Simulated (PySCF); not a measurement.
Species: C7H16FNSi.
Structure used (PBE0-D3(BJ)/def2-SVP), in Å, numbered top down from 1:
```xyz
26
C7H16FNSi angstrom
C      2.7597   -0.3986   -0.5028
C      1.5748   -0.7232    0.3915
C      0.1899   -0.5287   -0.2473
C     -0.0152    0.9109   -0.7651
C      0.2354    2.0322    0.2305
C     -0.8947   -0.9141    0.7823
C     -2.1983   -1.2953    0.1003
F     -2.9149   -0.1533   -0.2578
Si    -1.5732   -2.1812   -1.4755
N      0.0055   -1.4815   -1.3470
H      3.7085   -0.5996    0.0174
H      2.7595   -1.0154   -1.4159
H      2.7743    0.6578   -0.8118
H      1.6300   -0.1195    1.3132
H      1.6363   -1.7778    0.7072
H     -1.0460    0.9787   -1.1447
H      0.6396    1.0477   -1.6433
H     -0.3985    1.9349    1.1256
H      1.2829    2.0659    0.5681
H      0.0063    3.0094   -0.2206
H     -1.0633   -0.1123    1.5183
H     -0.5422   -1.7978    1.3410
H     -2.8408   -1.8862    0.7730
H     -2.3617   -1.8126   -2.6928
H     -1.5925   -3.6761   -1.3687
H      0.6705   -1.3987   -2.1054
```

Level: PBE0/pcSseg-1 in PySCF, non-relativistic, on one gas-phase PBE0-D3(BJ)/def2-SVP geometry that isn't relaxed in the solvent. The solvent is an IEF-PCM continuum (van der Waals radii × 1.2). Specific hydrogen bonds and non-electrostatic terms are outside this model.

```json
{"run": "gas", "E − E(gas) (kcal/mol)": "0.00", "HOMO (eV)": "-6.65", "HOMO–LUMO gap (eV)": "7.31", "dipole (D)": "1.72"}
{"run": "P", "E − E(gas) (kcal/mol)": "-3.19", "HOMO (eV)": "-6.56", "HOMO–LUMO gap (eV)": "7.33", "dipole (D)": "2.13"}
{"run": "Q", "E − E(gas) (kcal/mol)": "-3.99", "HOMO (eV)": "-6.56", "HOMO–LUMO gap (eV)": "7.34", "dipole (D)": "2.24"}
```

The runs were made in tetrahydrofuran and water. Which run belongs to which solvent?

P = tetrahydrofuran, Q = water. The dielectric constants are 7.426 (tetrahydrofuran), 78.36 (water), and the energy falls further as ε rises. In this model the ground state sees the solvent through ε alone.

How constant is the ratio of the lowering to (ε − 1)/(2ε + 1)?

```csv
solvent,(ε − 1)/(2ε + 1),E − E(gas) (kcal/mol),ratio (kcal/mol),polarisation term (kcal/mol)
tetrahydrofuran,0.405,-3.19,-7.9,-3.49
water,0.490,-3.99,-8.1,-4.48
```

The ratio changes by +3.3 % in size from tetrahydrofuran to water. The polarisation term is half the interaction of the solute with the induced surface charges.
